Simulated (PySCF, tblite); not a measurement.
Isomers of C3H13N3Si3. Level: GFN2-xTB in tblite, geometry and Hessian alike; calculated harmonic values, unscaled, isolated species. The method is semi-empirical: single wavenumbers can be off by several per cent or more. Modes of hydrogen on silicon can be 10 to 20 % off. One conformer each.

Electronic energies: PBE0/pcSseg-1 single points on the GFN2-xTB geometries (PySCF, gas phase).

| SMILES | electronic energy, lowest = 0 (kcal/mol) |
| --- | --- |
| C1CC1N1[SiH2]N[SiH2]N[SiH2]1 | 19.8 |
| CN[Si@H](C[SiH2]C#N)[SiH2]N | 63.3 |
| C1CC1[SiH]1N[SiH2]N[SiH2]N1 | 0.0 |

Task: How do GFN2-xTB zero-point energies change the relative energies?

Result: 
```
                      SMILES  ZPE (kcal/mol)  of it from modes above 1550 cm⁻¹  electronic (kcal/mol)  with ZPE, lowest = 0 (kcal/mol)  lowest mode (cm⁻¹)  rings
 C1CC1[SiH]1N[SiH2]N[SiH2]N1           100.3                              52.5                    0.0                              0.0                  30      2
C1CC1N1[SiH2]N[SiH2]N[SiH2]1            99.5                              50.7                   19.8                             19.0                  29      2
 CN[Si@H](C[SiH2]C#N)[SiH2]N            97.3                              55.1                   63.3                             60.3                   9      0
```

The zero-point energies span 3.0 kcal/mol, from `CN[Si@H](C[SiH2]C#N)[SiH2]N` to `C1CC1[SiH]1N[SiH2]N[SiH2]N1`. The order is unchanged.

Task: And how do the electronic energies of GFN2-xTB itself compare?

Result: `C1CC1[SiH]1N[SiH2]N[SiH2]N1` 7.5; `C1CC1N1[SiH2]N[SiH2]N[SiH2]1` 0.0; `CN[Si@H](C[SiH2]C#N)[SiH2]N` 109.5 kcal/mol, lowest = 0. Against the energies above, taken from the same isomer `C1CC1[SiH]1N[SiH2]N[SiH2]N1`, the largest difference is 38.7 kcal/mol.
